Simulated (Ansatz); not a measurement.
The cluster PdAu2. The state is a singlet with charge 0. Geometry PBE-D4/def2-TZVP.

```csv
atom,x (Å),y (Å),z (Å)
Pd1,-0.909,0.562,1.046
Au2,1.121,0.885,-0.571
Au3,-0.211,-1.448,-0.475
```

In the def2 sets Au, Pd take a core potential; there is no spin–orbit coupling. The structure comes from a short search, and lower isomers may exist.

Task: Estimate the orbital energies around the gap (eV) in Ansatz with PBE-D4/def2-TZVP, r2SCAN-D4/def2-TZVP, r2SCAN-D4/def2-TZVPD, r2SCANh-D4/def2-TZVP, PBE0-D4/def2-SVP.

Result: 
```tsv
orbital	PBE-D4/def2-TZVP	r2SCAN-D4/def2-TZVP	r2SCAN-D4/def2-TZVPD	r2SCANh-D4/def2-TZVP	PBE0-D4/def2-SVP
HOMO−9	-6.84	-7.05	-7.02	-7.62	-8.32
HOMO−8	-6.55	-6.70	-6.67	-7.25	-7.95
HOMO−7	-6.52	-6.68	-6.66	-7.11	-7.78
HOMO−6	-6.37	-6.57	-6.54	-7.08	-7.78
HOMO−5	-6.31	-6.51	-6.48	-7.04	-7.44
HOMO−4	-5.19	-5.28	-5.27	-5.74	-6.33
HOMO−3	-5.13	-5.15	-5.14	-5.51	-6.14
HOMO−2	-4.96	-5.03	-5.03	-5.50	-6.13
HOMO−1	-4.93	-5.01	-5.01	-5.49	-5.97
HOMO	-4.79	-4.85	-4.85	-5.32	-5.92
LUMO	-4.07	-3.91	-3.90	-3.60	-3.19
LUMO+1	-3.13	-2.83	-2.84	-2.47	-2.06
LUMO+2	-1.25	-0.96	-1.04	-0.75	-0.53
LUMO+3	-0.79	-0.38	-0.43	-0.15	0.08
LUMO+4	-0.31	0.04	-0.02	0.26	0.53
LUMO+5	-0.30	0.06	0.05	0.32	0.55
```
